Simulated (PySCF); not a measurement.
Structure problem from calculated spectra and properties.

Formula: CH10N2Si2.

| Property | Result |
| --- | --- |
| Valence photoelectron | vertical ionisation energy: 9.07 eV [ΔSCF PBE0/def2-SVPD] |
| NMR, other nuclei | isotropic shieldings of nuclei other than C and H, by class: 245 (2 N), 408 (1 Si), 446 (1 Si) ppm [GIAO HF/pcSseg-2] |
| 13C NMR | chemical shifts (computed TMS as zero) by class: -5.1 (1 C) ppm [GIAO HF/pcSseg-2] |
| XPS | Si2p3/2 106.4, Si2p3/2 106.6, C1s 289.5, N1s 404.4 (×2), Si1s 1846.2, Si1s 1846.7 eV [ΔSCF SCAN, pcX-2 on the ionised atom, pcseg-1 elsewhere, spin-free X2C, 2p3/2 from a spin–orbit splitting computed afterwards within the 2p shell] |
| Rotational structure | rotational constants A, B, C: 4.407, 1.794, 1.638 GHz [PBE0-D3(BJ)/def2-SVP] |
| UV, first state | lowest singlet excitation: 6.38 eV (194 nm, f = 0.041) [TDDFT PBE0/def2-SVPD] |

Gas-phase values; electronic properties from PySCF, density fitting. Levels stand in brackets. The structure is a single PBE0-D3(BJ)/def2-SVP conformer in the gas phase; no vibrational or solvent corrections. NMR values are class means; diastereotopic atoms form classes of their own.

Task: Give a SMILES that accounts for the data.

Result: Numbering: `[NH2:1][SiH:2]([NH2:3])[CH2:4][SiH3:5]`. Its formula, CH10N2Si2, gives 0 degrees of unsaturation, so no ring and no π bond. The one carbon: sp3 carbon bound to silicon [C4] (-5.1 ppm). The other shieldings belong to: 245 ppm, silicon-bound nitrogen [N1/N3]; 408 ppm, SiH silicon [Si2]; 446 ppm, SiH3 silicon [Si5]. The core levels belong to: Si2p3/2 106.4 eV, SiH3 silicon [Si5]; Si2p3/2 106.6 eV, SiH silicon [Si2]; C1s 289.5 eV, sp3 carbon bound to silicon [C4]; N1s 404.4 eV, silicon-bound nitrogen [N1/N3]; Si1s 1846.2 eV, SiH3 silicon [Si5]; Si1s 1846.7 eV, SiH silicon [Si2]. One atom of each topological class was ionised and stands for its class. The first electron is taken from the HOMO, whose largest Löwdin shares are 0.33 on a silicon-bound nitrogen, 0.22 on a silicon-bound nitrogen, 0.12 on the SiH silicon and 0.11 on the sp3 carbon bound to silicon. The optimised geometry has point group C1 and is an asymmetric top. Structure: `N[SiH](N)C[SiH3]`. The assignments are read from this structure; whether some other isomer fits the data as well wasn't checked.

The values belong to the conformer `[NH2:1][SiH:2]([NH2:3])[CH2:4][SiH3:5]`: N1–Si2–C4–Si5 49°, H–N1–Si2–N3 -51°, H–N1–Si2–N3 160°, H–N3–Si2–N1 152°, H–N3–Si2–N1 -56°.
